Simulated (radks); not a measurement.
All-electron atom: the phosphorus ion P5+ in [Ne]. Calculated with a radial shooting solver on a logarithmic mesh with Libxc functionals: non-relativistic Kohn-Sham, BLYP, spin-polarised, spherical densities, point nucleus.

Normalised radial functions P(r) = r R(r), r in bohr:

| r | 2s | 2p |
|---|---|---|
| 0.005305 | 0.1504 | 0.0029 |
| 0.005934 | 0.1667 | 0.0036 |
| 0.00669 | 0.1857 | 0.0046 |
| 0.007483 | 0.2052 | 0.0057 |
| 0.008437 | 0.2280 | 0.0072 |
| 0.009437 | 0.2511 | 0.0090 |
| 0.01064 | 0.2779 | 0.0113 |
| 0.0119 | 0.3048 | 0.0140 |
| 0.01342 | 0.3356 | 0.0176 |
| 0.01501 | 0.3661 | 0.0218 |
| 0.01692 | 0.4005 | 0.0273 |
| 0.01893 | 0.4339 | 0.0337 |
| 0.02134 | 0.4706 | 0.0421 |
| 0.02387 | 0.5052 | 0.0517 |
| 0.02691 | 0.5419 | 0.0642 |
| 0.0301 | 0.5749 | 0.0785 |
| 0.03394 | 0.6075 | 0.0971 |
| 0.03796 | 0.6342 | 0.1179 |
| 0.04246 | 0.6556 | 0.1429 |
| 0.04788 | 0.6706 | 0.1747 |
| 0.05355 | 0.6751 | 0.2099 |
| 0.06038 | 0.6670 | 0.2543 |
| 0.06753 | 0.6450 | 0.3025 |
| 0.07614 | 0.6032 | 0.3622 |
| 0.08517 | 0.5447 | 0.4257 |
| 0.09603 | 0.4589 | 0.5025 |
| 0.1074 | 0.3558 | 0.5821 |
| 0.1211 | 0.2200 | 0.6752 |
| 0.1355 | 0.0703 | 0.7682 |
| 0.1527 | -0.1123 | 0.8726 |
| 0.1708 | -0.2995 | 0.9717 |
| 0.1926 | -0.5117 | 1.0763 |
| 0.2154 | -0.7127 | 1.1682 |
| 0.2429 | -0.9209 | 1.2556 |
| 0.2717 | -1.0980 | 1.3217 |
| 0.3063 | -1.2573 | 1.3704 |
| 0.3426 | -1.3674 | 1.3907 |
| 0.3863 | -1.4351 | 1.3816 |
| 0.4321 | -1.4467 | 1.3427 |
| 0.4833 | -1.4076 | 1.2746 |
| 0.5449 | -1.3133 | 1.1719 |
| 0.6095 | -1.1843 | 1.0527 |
| 0.6872 | -1.0147 | 0.9071 |
| 0.7686 | -0.8409 | 0.7624 |
| 0.8667 | -0.6535 | 0.6072 |
| 0.9694 | -0.4906 | 0.4704 |
| 1.093 | -0.3396 | 0.3400 |
| 1.222 | -0.2265 | 0.2383 |
| 1.378 | -0.1364 | 0.1530 |
| 1.542 | -0.0788 | 0.0948 |
| 1.738 | -0.0400 | 0.0523 |
| 1.944 | -0.0192 | 0.0275 |
| 2.192 | -0.0077 | 0.0124 |
| 2.452 | -0.0029 | 0.0053 |
| 2.765 | -0.0009 | 0.0018 |
| 3.092 | -0.0003 | 0.0006 |
| 3.486 | -0.0001 | 0.0002 |
| 3.9 | 0.0000 | 0.0000 |
| 4.397 | 0.0000 | 0.0000 |
| 4.918 | 0.0000 | 0.0000 |

2s: eigenvalue -247.93 eV, 1 radial node at r = 0.142 bohr, <r> = 0.518 bohr, 90 % of the charge inside 0.812 bohr. 2p: eigenvalue -199.89 eV, 0 radial nodes, <r> = 0.479 bohr, 90 % of the charge inside 0.799 bohr.
